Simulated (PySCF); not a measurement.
CH2O, SMILES C=O. Coordinates come from a PBE0-D3(BJ)/def2-TZVPD optimisation.

TDA-CAM-B3LYP/def2-TZVPD (PySCF) puts the lowest singlet excitations at 4.03, 7.10, 8.29, 8.33, 8.76, 9.30 eV and the lowest triplet (TDA) at 3.34 eV.

Problem. What are the lowest singlet roots from EOM-CCSD/aug-cc-pVDZ in PySCF 2.14.0? (The exact figures need the calculation; the answer reports its results.)

Solution. 4.10, 7.02, 7.98, 8.04, 8.60, 9.89 eV; triplets 3.63, 6.22, 6.85 eV. S1 differs by 0.07 eV (second minus first; roots are paired by order, and the bases may differ).
